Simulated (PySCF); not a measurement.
## AsH⁺ from Hartree–Fock to correlated methods

State: ²Π (doublet), unpaired electrons π ↑. Set-up: basis As cc-pVTZ-PP with ECP10, H cc-pVTZ; scalar-relativistic core potentials; PySCF 2.14. De refers to As⁺ + H in their high-spin ground configurations, without counterpoise correction. The functionals are run spin-unrestricted. A positive dipole points towards H; it is taken about the centre of mass and depends on that origin.

| Level | Re (Å) | ωe (cm⁻¹) | De (eV) | μ (D) | CPU s a point (SCF and correlation, without the integrals) |
| --- | --- | --- | --- | --- | --- |
| UHF | 1.513 | 2331 | 2.09 | 0.84 | 0.12 |
| UHF-MP2 | 1.509 | 2321 | 2.93 | n/a | 0.22 |
| UHF-SCS-MP2 | 1.511 | 2305 | 3.04 | n/a | n/a |
| UHF-CCSD | 1.517 | 2255 | 3.09 | n/a | n/a |
| UHF-CCSD(T) | 1.519 | 2241 | 3.12 | n/a | 6.9 |
| PBE | 1.552 | 2097 | 3.13 | 0.69 | 0.49 |
| TPSS | 1.541 | 2148 | 3.26 | 0.70 | 0.8 |
| r²SCAN | 1.532 | 2181 | 3.15 | 0.75 | 0.78 |
| TPSSh | 1.535 | 2179 | 3.24 | 0.72 | 0.89 |
| B3LYP | 1.538 | 2157 | 3.19 | 0.68 | 0.6 |
| PBE0 | 1.535 | 2187 | 3.07 | 0.75 | 0.81 |

Q: Which functional lies closest to UHF-CCSD(T) in De, which farthest, and by how much do they differ from it?

A: Closest is PBE (+3.3 pm in Re, -6.4 % in ωe, +0.01 eV in De against UHF-CCSD(T) in the same basis), farthest TPSS (+2.2 pm in Re, -4.1 % in ωe, +0.14 eV in De). CCSD(T) converges more slowly with the basis than the functionals do and binds too weakly in this one, so the order can change at the basis-set limit.

Q: What does a quarter of exact exchange do here, going from PBE to PBE0?

A: PBE0 less PBE: -1.7 pm in Re, +4.3 % in ωe, -0.06 eV in De. Exact exchange removes part of the self-interaction that spreads semilocal densities, and in most molecules shortens and stiffens the bond and lowers De; so it does here.

Q: What does the step from GGA to meta-GGA do here, going from PBE to r²SCAN?

A: r²SCAN less PBE: -2.0 pm in Re, +4.0 % in ωe, +0.02 eV in De. 

Correlated steps freeze 4 core orbitals. Spin–orbit coupling is left out. For an ion De counts to the pair picked by the measured ionisation energies or electron affinities, which need not be the lowest pair at this level. The state is the lowest determinant that a PBE0 search found; another state may lie lower at other levels.

The whole job (state search and all levels along the bond) took about 2.2 min on 1 thread of Arm Neoverse V2 (shared host), peak memory 0.66 GiB.
